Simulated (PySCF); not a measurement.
CrH₃: one-bond stretch

Method: Ur2SCAN/[Cr def2-TZVP, H def2-TZVP], no relativity, density fitting, PySCF.

Rigid scan from the quartet minimum (Cr–H 1.612 Å (×3); H–Cr–H 105.6° (×3)). Coordinate: the bond from Cr to the last atom (H) scaled, the rest fixed. Energies in kJ/mol from the minimum.

(1) Predict the curve at 0.92, 0.96, 1.00, 1.05, 1.12, 1.20, 1.35, 1.55, 1.80, 2.20.

Results:

(1) 
| scale of one bond | E (kJ/mol) | dipole size (D) | ⟨S²⟩ |
| --- | --- | --- | --- |
| 0.92 | 10.8 | 2.90 | 3.88 |
| 0.96 | 2.4 | 2.92 | 3.90 |
| 1.00 | 0.0 | 2.93 | 3.91 |
| 1.05 | 3.1 | 2.96 | 3.94 |
| 1.12 | 15.1 | 3.00 | 3.98 |
| 1.20 | 35.0 | 3.03 | 4.05 |
| 1.35 | 76.6 | 3.00 | 4.23 |
| 1.55 | 123.1 | – | 4.47 |
| 1.80 | 159.8 | – | 4.66 |
| 2.20 | 187.3 | – | 4.80 |

Spin contamination is strong at 1.12, 1.20, 1.35, 1.55, 1.80, 2.20, so these points are less reliable.

Open d and f shells are described by one determinant, and the ground state may have another occupation or spin.

Other isomers or separated fragments may lie lower.
